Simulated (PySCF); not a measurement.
Species: C₅H₁₃NOSi₂.
Geometry (GFN2-xTB, Å), atoms numbered from 1 in this order:
```xyz
22
C5H13NOSi2 angstrom
O     -1.3326    1.1426    1.5845
C     -1.7919    1.1302    0.4737
C     -1.8758   -0.0881   -0.3873
C     -1.8042   -1.3476    0.4729
Si     0.0203   -1.4358    1.0130
C      0.6341   -0.3386   -0.4487
N      1.2815    0.8975   -0.0596
Si     2.9791    1.1242   -0.0844
C     -0.6263   -0.0666   -1.2923
H     -2.1481    2.0642   -0.0030
H     -2.7810   -0.0400   -1.0016
H     -2.5107   -1.2863    1.2979
H     -2.0795   -2.2128   -0.1292
H      0.3327   -0.8923    2.3271
H      0.5358   -2.8046    0.8772
H      1.3558   -0.8712   -1.0730
H      0.7608    1.3918    0.6480
H      3.1586    2.5469    0.1934
H      3.4058    0.7526   -1.4360
H      3.7493    0.3189    0.8787
H     -0.5326    0.8889   -1.8131
H     -0.7413   -0.8543   -2.0390
```

Computed at PBE0/pcSseg-1 (PySCF, non-relativistic), with Q(17O) = −0.0256 b, Q(14N) = 0.02044 b: O1, 17O (I = 5/2): χzz = 11.87 MHz, η = 0.543; N7, 14N (I = 1): χzz = -4.825 MHz, η = 0.402.

Task: Find the zero-field quadrupole resonance frequencies of 17O at O1.

Result: From the eigenvalues of H = χ/[4I(2I − 1)] × [3Iz² − I(I + 1) + η(Ix² − Iy²)], steps between neighbouring levels, labelled as for η = 0: ±1/2↔±3/2 2.279 MHz, ±3/2↔±5/2 3.385 MHz (aldehyde oxygen).

Task: Where would the pure quadrupole (NQR) lines of 14N at N7 fall for the rigid, isolated species?

Result: From ν± = (3/4)|χ|(1 ± η/3) and ν0 = |χ|η/2: ν+ 4.104 MHz, ν− 3.134 MHz, ν0 0.970 MHz (silicon-bound nitrogen).

In a crystal, neighbours and librations shift these lines. GFN2-xTB bond lengths can be off by several hundredths of an ångström, more for odd bonds, and the gradients follow them. These gradients aren't converged with respect to the basis.

One conformer stands for the species.
